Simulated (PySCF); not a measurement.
Species: C7H8F (doublet state).
Structure used (GFN2-xTB), in Å, numbered top down from 1:
```
atom  x, y, z in Å
C1    -1.9226   -0.1004   -0.8901
C2    -1.1737   -0.1518    0.3863
C3    -0.2038   -1.3017    0.2110
C4     1.0831   -1.1354   -0.0504
C5     1.7443    0.2048   -0.1267
C6     0.8377    1.2704    0.3902
F7     1.4597    2.4570    0.6147
C8    -0.4484    1.1344    0.6520
H9    -1.4770    0.3730   -1.7429
H10   -2.8080   -0.6891   -1.0308
H11   -1.8563   -0.3729    1.2146
H12   -0.6414   -2.2878    0.2503
H13    1.7279   -1.9887   -0.2096
H14    2.0246    0.4278   -1.1639
H15    2.6730    0.2062    0.4543
H16   -1.0269    1.9631    1.0295
```

The hyperfine couplings belong to this conformer and change with its torsions.

As a line formula: `C1C=C[C@H]([CH2])C=C1F` [radical].

Theory: UKS B3LYP, pcH-1 on C F H, non-relativistic, mean-field spin-orbit, GIAO (PySCF 2.14.0). The structure is a single GFN2-xTB conformer in the gas phase; no vibrational or solvent corrections. Couplings are sensitive to structure, and on GFN2-xTB geometries they can be far from those on DFT ones. The SCF solution wasn't tested for stability.

Question: Break the g tensor into its mass correction, gauge correction and orbital-Zeeman/spin–orbit terms.

Answer: 
| Δg (ppm) | 1 | 2 | 3 |
| --- | --- | --- | --- |
| relativistic mass correction | -146 | -146 | -146 |
| gauge correction | 9 | 37 | 24 |
| orbital Zeeman/spin–orbit | 49 | 451 | 580 |
| total | -87 | 342 | 458 |

So g = 2.00223, 2.00266, 2.00278 and g_iso = 2.00256; the tensor is rhombic: the two nearest values differ by 21 % of g3 − g1. Axes: g2 points within 4° of the C1–C2 bond.

Question: At 33.968 GHz, how far is the centre of the isotropic spectrum from where a free electron (g = 2.002319) resonates?

Answer: B = hν/(g μB) with μB/h = 13.99624 MHz/mT gives 1212.06 mT for the free electron and 1211.92 mT at g_iso, 0.14 mT lower.

Question: What effective moment and Curie constant follow for a powder?

Answer: With the mean of g² = 4.0102 and S(S+1) = 0.75: μ_eff = √(⟨g²⟩S(S+1)) = 1.734 μB and χT = 0.12505·⟨g²⟩·S(S+1) = 0.376 cm³ K/mol (cgs; spin-Hamiltonian part alone).

Question: In a frozen sample, at which fields do the three g values resonate at 9.5, 34, 94 and 263 GHz (hyperfine left aside), and which band first spreads them over more than twice a line width of 0.5 mT?

Answer: 
```
band    GHz  B(g3) mT  B(g2) mT  B(g1) mT  spread mT
   X    9.5    338.91    338.93    339.00       0.09
   Q   34.0   1212.93   1213.00   1213.26       0.33
   W   94.0   3353.39   3353.58   3354.30       0.91
   J  263.0   9382.35   9382.89   9384.90       2.55
```

The spread grows in proportion to the frequency. J band is the first where it exceeds 1.0 mT.

The largest Mulliken spin populations are on C1 (+1.05), C4 (+0.09) and C2 (-0.07). C1 is the only atom above +0.15. The positive populations add up to 1.18 and the negative ones to -0.18, together 2S = 1. The angles at C1 add up to 358.9°, so it is planar; its axial dipolar tensor and the negative couplings of its protons fit spin in a p orbital normal to that plane.

The HOMO–LUMO gaps are 5.97 eV among the α and 4.86 eV among the β orbitals.
